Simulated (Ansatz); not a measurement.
A geometry relaxed with Ansatz (an electronic-structure program) with PBE-D3(BJ)/def2-SVP, charge 0, multiplicity 1:

```xyz
19

C     -0.8568     0.6033     0.5582
C     -1.1808    -0.7384    -1.4576
H     -3.8840     1.0553     1.0150
C      4.3976     0.5191     0.7749
H     -4.2603    -1.1299    -0.0419
H     -1.2517     1.1890     1.4025
C      3.0314     0.3509     0.4357
Si    -3.5971     0.2128    -0.1969
C      1.0810    -0.3159    -0.6827
C     -1.7264     0.0132    -0.3755
C      2.5116    -0.3503    -0.6406
C      0.5311     0.4375     0.4017
C      0.1923    -0.9052    -1.6164
S      1.7802     1.0825     1.4415
H      3.1446    -0.8699    -1.3717
H     -4.1766     0.8762    -1.4176
H     -1.8593    -1.2022    -2.1913
H      0.5939    -1.4890    -2.4584
N      5.5294     0.6612     1.0606
```

Write the SMILES of this molecule.

`N#Cc1cc2ccc([SiH3])cc2s1`
